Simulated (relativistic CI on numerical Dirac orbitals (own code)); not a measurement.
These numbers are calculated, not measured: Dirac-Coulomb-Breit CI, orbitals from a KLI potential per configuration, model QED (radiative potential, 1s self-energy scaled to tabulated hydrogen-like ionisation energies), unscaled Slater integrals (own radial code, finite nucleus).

Configuration list (outside the closed core [Ne]): 3s²3p⁶3d⁵, 3s²3p⁵3d⁶, 3s²3p⁴3d⁷, 3s3p⁶3d⁶, 3p⁶3d⁷, 3s3p⁵3d⁷, 3s²3p⁶3d⁴4s, 3s²3p⁶3d⁴4p, 3s²3p⁴3d⁶4s, 3s²3p⁶3d⁴4d, 3s²3p⁴3d⁶4p, 3s²3p⁵3d⁵4s, 3s²3p⁶3d⁴4f, 3s3p⁵3d⁶4s, 3s²3p⁵3d⁵4p, 3s3p⁵3d⁶4p, 3p⁶3d⁶4s, 3s²3p⁶3d³4s², 3p⁶3d⁶4p, 3s²3p⁶3d³4s4p, 3s²3p⁶3d⁴5s, 3p⁶3d⁵4s². Levels of other configurations are missing.

At this charge energies of transitions that change n are usually good to better than 1 %, and those within a shell (Δn = 0) to a few per cent.

Outline of the computed level scheme of W LII. Lowest level of each configuration: 3s²3p⁶3d⁵ ⁴P5/2 at 0.000 eV; 3s²3p⁵3d⁶ ⁴G°11/2 at 374.914 eV.

Some strong electric-dipole decays among the lowest 45 levels: 3s²3p⁵3d⁶ ²D°5/2 → 3s²3p⁶3d⁵ ⁴P5/2 (1.8e+12 s⁻¹); 3s²3p⁵3d⁶ ⁴D°7/2 → 3s²3p⁶3d⁵ ⁴P5/2 (6.1e+11 s⁻¹); 3s²3p⁵3d⁶ ⁴D°7/2 → 3s²3p⁶3d⁵ ⁴P5/2 (1.2e+11 s⁻¹); 3s²3p⁵3d⁶ ²P°1/2 → 3s²3p⁶3d⁵ ⁴D3/2 (1.2e+10 s⁻¹); 3s²3p⁵3d⁶ ⁴G°11/2 → 3s²3p⁶3d⁵ ²H11/2 (9.1e+09 s⁻¹); 3s²3p⁵3d⁶ ⁴F°9/2 → 3s²3p⁶3d⁵ ⁴G7/2 (8.2e+09 s⁻¹); 3s²3p⁵3d⁶ ⁴D°7/2 → 3s²3p⁶3d⁵ ²G9/2 (7.9e+09 s⁻¹); 3s²3p⁵3d⁶ ⁴G°11/2 → 3s²3p⁶3d⁵ ²G9/2 (7.7e+09 s⁻¹).

LS names give the leading component of a level, which can be under half, so a name can repeat, a term be missing and a line seem to break the LS rules.
